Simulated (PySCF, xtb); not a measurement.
C₂H₈BP, SMILES CB(C)P.

GFN2-xTB in xtb at its own geometry gives an orbital gap of 3.47 eV and a dipole moment of 1.80 D.

Coordinates come from a B3LYP-D3(BJ)/def2-SVP optimisation. One conformer was computed; it need not be the lowest.

Task: What does PySCF with CAM-B3LYP/def2-TZVP give? (An estimate is asked for; the answer gives what the named calculation found.)

Result: gap 8.61 eV (levels -8.35 and 0.26 eV), dipole 1.18 D.
